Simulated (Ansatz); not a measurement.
`[CH3][AlH][SiH2][SbH2]` + `C[S][SnH3]` → `[CH3][AlH][SiH2][SnH3]` + `C[S][SbH2]`  (redistribution)

Gas-phase electronic energies from Ansatz, PBE0-D4/def2-TZVP geometries. CCSD(T)/CBS adds triple-zeta CCSD(T) − MP2 to the extrapolated MP2 energy (def2 sets, frozen cores). DFT in def2-TZVPP. B3LYP here is the variant with VWN-RPA as its local correlation; programs differ in this. def2 core potentials past Kr. For Sb, Sn outer-core shells are correlated without core-valence functions, which leaves a few kJ/mol of doubt a bond. One conformer a species, not always the lowest.

```tsv
level	ΔE (kcal/mol)
B3LYP-D4	6.8
SCS-MP2/def2-QZVPP	7.8
```

(1) What does CCSD(T)/CBS give? (Estimate.)

Largest T1 diagnostic among the species: 0.014.

## Answers

(1) Ansatz gave: +8.6 kcal/mol. The listed levels differ from it by -1.8, -0.8 kcal/mol.

The D4 term adds +1.9 kcal/mol with B3LYP and +1.0 kcal/mol with PBE0; it sums over pairs of atoms, weighted by their polarisabilities, and B3LYP, whose exchange is more repulsive, gets the larger term. In def2-TZVPP, CCSD(T) changes the Hartree–Fock value by +5.4 kcal/mol (the triples alone add +1.1 kcal/mol) and MP2 by +6.7 kcal/mol.
